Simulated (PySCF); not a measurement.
**F⁻ (fluorine, charge -1) across methods**

[Ne], closed-shell 1S. All numbers are calculated (PySCF 2.14, no relativity, point nucleus, in aug-cc-pVDZ).

| method | E (hartree) | mean ε 1s (eV) | mean ε 2s (eV) | mean ε 2p (eV) | Σ⟨r²⟩ (bohr²) | ⟨S²⟩ |
| --- | --- | --- | --- | --- | --- | --- |
| UHF | -99.42828 | -703.36 | -29.393 | -4.931 | 16.02 | 0.000 |
| BP86 | -99.8701 | -649.91 | -16.829 | 1.485 | 17.90 | 0.000 |
| LC-wPBE | -99.8151 | -654.67 | -22.360 | -3.060 | 17.34 | 0.000 |
| PBE0 | -99.7674 | -662.62 | -20.003 | -0.105 | 17.21 | 0.000 |
| TPSS | -99.8707 | -653.19 | -17.287 | 1.619 | 17.62 | 0.000 |
| LDA | -99.2268 | -644.43 | -16.493 | 1.410 | 18.00 | 0.000 |
| r2SCAN | -99.8200 | -655.08 | -18.126 | 1.372 | 17.30 | 0.000 |
| BLYP | -99.8655 | -650.13 | -16.601 | 1.610 | 18.09 | 0.000 |
| PBE | -99.7746 | -649.11 | -16.697 | 1.628 | 17.92 | 0.000 |

The highest occupied level is positive at BP86, TPSS, LDA, r2SCAN, BLYP, PBE: only the finite basis holds that electron, which in a density functional comes from self-interaction.
